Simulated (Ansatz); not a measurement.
Molecule: MnI, net charge 0, septet state. The spin state was set by rule; other spins were not relaxed. 
Coordinates optimised at B3LYP-D3(BJ)/def2-TZVP (Ansatz, a first-principles code):
```
Mn
I 1 2.6230
```
Charge 0, spin multiplicity 7.

Basis-set convergence of Hartree-Fock and MP2 correlation energies (hartree) with Ansatz. Cores are frozen in the correlated levels unless marked. UHF or UKS for open shells. Spin-orbit coupling is left out. The frozen core is the preceding noble-gas configuration, with the filled d and f shells of earlier blocks. In def2 rows, elements after Kr have scalar-relativistic effective core potentials.

| basis | functions | E(HF) | E(corr, MP2) |
|---|---|---|---|
| def2-SVPD | 69 | -1446.43501 | -0.16687 |
| def2-TZVPPD | 126 | -1446.59101 | -0.24250 |
| def2-QZVPPD | 191 | -1446.61433 | -0.27077 |

Extrapolating the two largest sets (X = 3 and 4) as X^-3: E(corr) = (64·(-0.27077) - 27·(-0.24250))/37 = -0.2914 Eh, an estimate of the basis-set limit. The largest set recovers 92.9 % of it, the smallest 57.3 %.
